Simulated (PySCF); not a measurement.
# Continuum solvent and chemical shifts

Geometry:
```json
{"atom": "F1", "x (Å)": "4.019", "y (Å)": "0.868", "z (Å)": "-0.034"}
{"atom": "C2", "x (Å)": "2.733", "y (Å)": "0.518", "z (Å)": "-0.096"}
{"atom": "C3", "x (Å)": "1.825", "y (Å)": "1.109", "z (Å)": "0.774"}
{"atom": "C4", "x (Å)": "0.484", "y (Å)": "0.743", "z (Å)": "0.703"}
{"atom": "C5", "x (Å)": "0.034", "y (Å)": "-0.206", "z (Å)": "-0.225"}
{"atom": "C6", "x (Å)": "-1.395", "y (Å)": "-0.605", "z (Å)": "-0.322"}
{"atom": "C7", "x (Å)": "-2.273", "y (Å)": "-0.684", "z (Å)": "0.900"}
{"atom": "C8", "x (Å)": "-2.503", "y (Å)": "0.394", "z (Å)": "-0.105"}
{"atom": "C9", "x (Å)": "0.979", "y (Å)": "-0.782", "z (Å)": "-1.082"}
{"atom": "C10", "x (Å)": "2.326", "y (Å)": "-0.429", "z (Å)": "-1.026"}
{"atom": "H11", "x (Å)": "2.178", "y (Å)": "1.847", "z (Å)": "1.496"}
{"atom": "H12", "x (Å)": "-0.222", "y (Å)": "1.215", "z (Å)": "1.392"}
{"atom": "H13", "x (Å)": "-1.583", "y (Å)": "-1.361", "z (Å)": "-1.090"}
{"atom": "H14", "x (Å)": "-2.991", "y (Å)": "-1.506", "z (Å)": "0.962"}
{"atom": "H15", "x (Å)": "-1.819", "y (Å)": "-0.414", "z (Å)": "1.858"}
{"atom": "H16", "x (Å)": "-2.209", "y (Å)": "1.416", "z (Å)": "0.150"}
{"atom": "H17", "x (Å)": "-3.382", "y (Å)": "0.330", "z (Å)": "-0.751"}
{"atom": "H18", "x (Å)": "0.654", "y (Å)": "-1.526", "z (Å)": "-1.814"}
{"atom": "H19", "x (Å)": "3.063", "y (Å)": "-0.877", "z (Å)": "-1.694"}
```

GIAO PBE0/pcSseg-1 in PySCF 2.14 on one PBE0-D3(BJ)/def2-SVP conformer, non-relativistic, equivalent nuclei averaged. Solvents enter as an IEF-PCM continuum (tetrahydrofuran with ε = 7.4, acetone with ε = 20.5) around the gas-phase geometry. Shifts are referred to CFCl3, TMS computed in the same medium.

Gas phase, δ in ppm: F1 -117.2, C2 168.5, C5 145.2, C4/C9 130.8, C3/C10 120.4, C6 16.8, C7/C8 14.2, H11/H19 7.04, H12/H18 6.98, H13 1.51, H14/H17 1.05, H15/H16 0.58. Dipole moment 2.01 D.

Question: How does each δ change in the continuum?

Answer: 
| atoms | environment | Δδ, tetrahydrofuran | Δδ, acetone |
| --- | --- | --- | --- |
| F1 | aryl fluorine | -3.8 | -4.2 |
| C2 | aromatic carbon bearing fluorine | +0.3 | +0.4 |
| C5 | substituted aromatic carbon | +2.3 | +2.7 |
| C4/C9 | aromatic CH | +1.6 | +1.9 |
| C3/C10 | aromatic CH | +0.8 | +0.9 |
| C6 | three-membered-ring carbon | +0.2 | +0.2 |
| C7/C8 | three-membered-ring carbon | +0.4 | +0.5 |
| H11/H19 | hydrogen on an aromatic CH | +0.19 | +0.22 |
| H12/H18 | hydrogen on an aromatic CH | +0.24 | +0.29 |
| H13 | hydrogen on a three-membered-ring carbon | +0.20 | +0.24 |
| H14/H17 | hydrogen on a three-membered-ring carbon | +0.09 | +0.11 |
| H15/H16 | hydrogen on a three-membered-ring carbon | +0.08 | +0.10 |

Changes are relative to the gas phase. The dipole moment becomes 2.47 D in tetrahydrofuran, 2.54 D in acetone.

Question: Which of the listed nuclei move most (in ppm), and what does the model miss?

Answer: F1 (aryl fluorine, -4.2 ppm) in acetone. A continuum only polarises the solute; specific hydrogen bonds, the anisotropy of aromatic solvents and changes of geometry or conformer are outside it.
